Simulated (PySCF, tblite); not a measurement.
C5H12O2Si.
Z-matrix (Å and degrees, GFN2-xTB geometry), rows numbered from 1:
```
C 
O   1  1.4100
C   2  1.4022  1  117.03
Si  3  1.9139  2  105.13  1   162.43
O   3  1.4047  2  114.73  1   -83.37
C   5  1.3991  3  117.44  2    79.67
C   6  1.4936  5  116.83  3  -177.87
C   6  1.5014  5  120.12  3  -108.32
H   1  1.0893  2  106.24  3  -167.20
H   1  1.0938  2  112.05  3    73.41
H   1  1.0973  2  110.72  3   -48.57
H   3  1.1077  2  109.28  1    39.57
H   4  1.4641  3  107.63  2  -178.73
H   4  1.4639  3  107.54  2   -58.97
H   4  1.4572  3  107.59  2    61.20
H   6  1.0900  5  113.01  3    39.12
H   7  1.0781  6  116.74  8  -107.78
H   7  1.0790  6  118.47  8   108.89
H   8  1.0792  6  117.36  7   107.11
H   8  1.0802  6  118.67  7  -108.30
```

Method used: PBE0/pcSseg-1 in PySCF (dipole) on a GFN2-xTB geometry, gas phase.

Masses are those of the commonest isotopes; rigid-rotor values at the optimised geometry. The values belong to one conformer with, in the numbering `[CH3:1][O:2][C@@H:3]([SiH3:4])[O:5][CH:6]1[CH2:7][CH2:8]1`, C1–O2–C3–Si4 162°, O2–C3–O5–C6 80°, C3–O5–C6–C7 -178°.

Question: What are A, B and C (MHz)?

Answer: Ia = 203.55, Ib = 455.70, Ic = 617.18 u·Å²; 505379 MHz·u·Å²/I gives A = 2483, B = 1109, C = 818.9 MHz.

Question: Classify the top.

Answer: An asymmetric top; Ray's κ = -0.651.

Question: What does the inertial defect say?

Answer: Not planar: Δ = Ic − Ia − Ib = -42.06 u·Å². For a rigid frame Δ = −2 Σ m c², so Σ m c² = 21.03 u·Å² lies off the ab plane: 12.23 from hydrogen and 8.80 from heavier atoms. The atom farthest from that plane is 1.54 Å away.

Question: Give the coordinates in the principal-axis frame, origin at the centre of mass.

Answer: The sense of each axis is arbitrary; atoms in the order of the calculation.
| atom | mass (u) | a (Å) | b (Å) | c (Å) |
| --- | --- | --- | --- | --- |
| C1 | 12.000 | 0.163 | -2.380 | 0.145 |
| O2 | 15.995 | 0.937 | -1.291 | -0.305 |
| C3 | 12.000 | 0.792 | -0.079 | 0.385 |
| Si4 | 27.977 | 2.329 | 0.956 | -0.095 |
| O5 | 15.995 | -0.300 | 0.704 | -0.024 |
| C6 | 12.000 | -1.563 | 0.353 | 0.465 |
| C7 | 12.000 | -2.721 | 1.164 | -0.018 |
| C8 | 12.000 | -2.579 | -0.269 | -0.450 |
| H9 | 1.008 | 0.570 | -3.265 | -0.343 |
| H10 | 1.008 | -0.893 | -2.272 | -0.121 |
| H11 | 1.008 | 0.248 | -2.494 | 1.233 |
| H12 | 1.008 | 0.706 | -0.284 | 1.471 |
| H13 | 1.008 | 2.249 | 2.229 | 0.624 |
| H14 | 1.008 | 3.515 | 0.198 | 0.308 |
| H15 | 1.008 | 2.291 | 1.158 | -1.537 |
| H16 | 1.008 | -1.544 | 0.038 | 1.508 |
| H17 | 1.008 | -2.508 | 1.927 | -0.749 |
| H18 | 1.008 | -3.497 | 1.423 | 0.686 |
| H19 | 1.008 | -2.281 | -0.450 | -1.471 |
| H20 | 1.008 | -3.260 | -1.003 | -0.045 |

Question: List the rotational levels J(Ka,Kc) to J = 3 (MHz).

Answer: Above 0(0,0):
J = 1: 1(0,1) 1928, 1(1,1) 3302, 1(1,0) 3592
J = 2: 2(0,2) 5742, 2(1,2) 6867, 2(1,1) 7738, 2(2,1) 11859, 2(2,0) 11901
J = 3: 3(0,3) 11366, 3(1,3) 12191, 3(1,2) 13929, 3(2,2) 17643, 3(2,1) 17844, 3(3,1) 25262, 3(3,0) 25265
The levels of one J sum to (2J + 1)J(J + 1)(A + B + C)/3.

Question: Which lines would a microwave search look for?

Answer: The dipole components are |μa| = 1.36 D, |μb| = 1.12 D, |μc| = 1.50 D. Intensities carry the squares of the components, which stand as 0.82 : 0.56 : 1.00 (a : b : c). Some lines, for components of 0.1 D or more:

```
type  branch         J(Ka,Kc)    MHz  lower level (cm⁻¹)
   b       Q  1(1,0) ← 1(0,1)   1664               0.064
   b       R  2(0,2) ← 1(1,1)   2441               0.110
   c       R  1(1,0) ← 0(0,0)   3592               0.000
   b       Q  5(2,3) ← 5(1,4)   3824               1.076
   b       Q  2(2,1) ← 2(1,2)   4992               0.229
   b       Q  3(2,2) ← 3(1,3)   5451               0.407
   c       Q  5(3,3) ← 5(2,3)   6699               1.204
   b       Q  5(3,2) ← 5(2,3)   6800               1.204
   a       R  4(2,3) ← 3(2,2)   7679               0.589
   a       R  4(3,2) ← 3(3,1)   7784               0.843
   b       R  4(1,4) ← 3(0,3)   7884               0.379
   a       R  4(1,3) ← 3(1,2)   8197               0.465
   c       R  2(2,0) ← 1(1,0)   8309               0.120
   b       R  2(2,0) ← 1(1,1)   8599               0.110
   a       R  5(1,4) ← 4(1,3)  10144               0.738
   b       Q  5(4,1) ← 5(3,2)  10454               1.431
   b       R  3(2,1) ← 2(1,2)  10977               0.229
   c       R  3(3,1) ← 2(2,1)  13402               0.396
   c       R  5(2,3) ← 4(1,3)  13967               0.738
   c       R  4(3,1) ← 3(2,1)  15227               0.595
   c       R  4(3,2) ← 3(2,2)  15403               0.589
   b       R  4(4,0) ← 3(3,1)  18352               0.843
   c       R  5(5,1) ← 4(4,1)  23316               1.455
```

Question: Estimate the classical rotational partition function at 10 K, 50 K and 200 K.

Answer: Point group C1, symmetry number σ = 1; q = (√π/σ)·√((kT/h)³/(ABC)), k/h = 20836.6 MHz/K: 3550 at 10 K, 39700 at 50 K, 318000 at 200 K.

Its GFN2-xTB frequencies are all real (lowest 50 cm⁻¹). No vibrational averaging or centrifugal distortion is included, and the geometry carries the error of its method. A rigid rotor knows nothing of internal rotation, which can split or shift real lines.

Time: 45 s (grids of density and orbitals included); peak memory 0.92 GiB. Hardware: one thread of an Arm Neoverse V1, shared host with 32 logical CPUs at a one-minute load of 10. This is the PBE0/pcSseg-1 job that gave the dipole, with the shieldings it also computed.
